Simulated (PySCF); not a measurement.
## LiHg: from constants to spectrum

TPSSh constants of LiHg, ²Σ⁺ (doublet), unpaired electrons σ ↑ (basis Li def2-SVP, Hg def2-SVP with ECP60; scalar-relativistic core potentials; PySCF 2.14; masses 7.0160 and 201.9706 u):

| Property | Result |
| --- | --- |
| ωe | 112.6 cm⁻¹ |
| ωexe | 3.94 cm⁻¹ |
| Be | 0.24942 cm⁻¹ |
| αe | 0.0105 cm⁻¹ |
| De to Li + Hg | 0.111 eV |

Problem. What force constant and bond length do these constants imply?

Solution. Reduced mass μred = 6.7805 u; k = 5.8918×10⁻⁷·μred·ωe² (u, cm⁻¹, mdyn/Å) = 0.0507 mdyn/Å; Re = √(16.8576/(μred·Be)) (u, cm⁻¹, Å) = 3.157 Å.

Problem. Estimate the centrifugal constant D from the Kratzer relation and find the Dunham coefficient a1.

Solution. D = 4Be³/ωe² = 4.9e-06 cm⁻¹; a1 = −1 − αeωe/(6Be²) = -4.17.

The bond is weak. Basis-set superposition, not corrected here, can be much of De in a small basis, most of all at correlated wavefunction levels. Functionals without a dispersion term scatter widely for such bonds, and LDA overbinds them. Spin–orbit coupling is left out. The state is the lowest determinant that a PBE0 search found; another state may lie lower at other levels.
